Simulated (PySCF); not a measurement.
## Spin states and ions at one geometry of [PbF3]−

PySCF 2.14.0, RKS PBE, Pb def2-SVP with ECP60, F def2-SVP; non-relativistic Hamiltonian with scalar-relativistic core potentials where named; density fitting; no spin-orbit coupling; singlets restricted, open shells unrestricted. The geometry is relaxed for charge -1, singlet, vacuum:

```xyz
4

Pb    0.0000    0.0000   -0.6184
F     1.8651    0.0000    0.4333
F    -0.9325    1.6152    0.4333
F    -0.9325   -1.6152    0.4333
```

Energies count from the relaxed state; an electron taken off or put on is at rest in vacuum. Charges and spins are Mulliken's.

```csv
state,energy (eV),spin squared,charge on Pb1 (e),spin on Pb1 (e),dipole about the centre of mass (D)
"charge -1, singlet, vacuum",0.00,0.00,0.52,0.00,4.68
"charge 0, doublet, vacuum",4.05,0.75,0.99,0.24,4.31
```

Task: What does the state charge -1, triplet, vacuum give?

Result: energy (eV) 4.97, spin squared 2.00, charge on Pb1 (e) 0.17, spin on Pb1 (e) 1.28, dipole about the centre of mass (D) 3.15.

With an electron taken off (doublet) the charges change, summed by element, by Pb +0.47 e, F +0.53 e. The vertical ionisation energy is 4.05 eV, against −ε(HOMO) = 0.71 eV of the relaxed state. The level lies 3.3 eV too high, as is usual for semilocal functionals and global hybrids, which keep a self-interaction error.

Open shells may have lower solutions than those found.
